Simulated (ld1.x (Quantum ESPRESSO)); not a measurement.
**Hg, TM: configuration errors across variants**

ld1.x (Quantum ESPRESSO) 7.5 input, shortened:

```
&input
   title='Hg', zed=80., rel=2, dft='PBE', iswitch=3,
   config='[Xe] 4f14 5d10 6s2 6p0', rel_dist='average'
 /
 &inputp
   pseudotype=2, tm=.true., lloc=0,
   nlcc=.true., rcore=1.30
 /
3
5P  2  1   6.00   0.00  1.45  1.45  0.0
5D  3  2  10.00   0.00  2.10  2.10  0.0
6S  1  0   2.00   0.00  2.05  2.05  0.0
 &test
   configts(1)='5p6 5d10 6s2 6p0'
 /
```

Open shells are filled in proportion to 2j + 1 (rel_dist='average').

All-electron excitation energies from the reference (eV): (1) 5p6 5d10 6s1 6p0 10.701; (2) 5p6 5d10 6s0 6p0 29.686; (3) 5p6 5d9 6s0 6p0 65.216; (4) 5p6 5d10 6s1.5 6p0 4.363; (5) 5p6 5d10 6s1 6p1 5.968; (6) 5p6 5d9 6s2 6p0 15.538; (7) 5p6 5d9 6s2 6p1 10.298.

4 further variants failed, have other tests or another functional or relativity, and are left out.

A true bound ghost makes a file unfit for plane-wave use even where its test errors are small: the radial tests pick states by their node count and pass the ghost by.

The file “local potential the d channel” misses its own reference levels by 1.1 eV.

Errors AE − PS in meV (a dash: test not solved or not reliable):

| change | (1) | (2) | (3) | (4) | (5) | (6) | (7) | bound ghosts |
| --- | --- | --- | --- | --- | --- | --- | --- | --- |
| base | -7.4 | -41 | -75 | -1.4 | -651 | -40 | -858 | none |
| wave 6s (bound): rc 2.05 bohr becomes 6s (bound): rc 2.82 bohr | -2.9 | -39 | -168 | -0.1 | -627 | +6.9 | -802 | none |
| wave 5d (bound): rc 2.10 bohr becomes 5d (bound): rc 1.66 bohr | -7.9 | -44 | -73 | -1.5 | -651 | -43 | -862 | none |
| all radii but the core radius scaled by about 0.89 (s 1.82, p 1.30, d 1.86 bohr) | -5.1 | -31 | -66 | -0.9 | -605 | -25 | -793 | none |
| core correction a·sin(br)/r model core inside 1.60 bohr | -7.3 | -41 | -75 | -1.4 | -651 | -39 | -858 | none |
| local potential the d channel | -9.4 | -47 | -3.7 | -2.0 | +37 | +11 | +76 | s |
| type PAW; waves now 6s (bound): rcut 1.80, rcutus 2.05 bohr; 6s channel at 0.05 Ry: rcut 1.80, rcutus 2.05 bohr; 5p (bound): rcut 1.35, rcutus 1.45 bohr; 6p (bound): rcut 1.35, rcutus 1.45 bohr; 5d (bound): rcut 1.85, rcutus 2.10 bohr; 5d channel at 2.45 Ry: rcut 1.85, rcutus 2.10 bohr; local potential all-electron potential smoothed inside 1.80 bohr (lloc = -2); augmentation BESSEL, radius 1.55 bohr | +0.1 | +1.0 | -4.7 | +0.1 | +0.3 | -1.8 | -2.3 | not determined |

Task: Give the same row for: wave 5p (bound): rc 1.45 bohr becomes 5p (bound): rc 1.42 bohr.

Result: -7.4, -42, -75, -1.4, -651, -40, -859; bound ghosts: none.
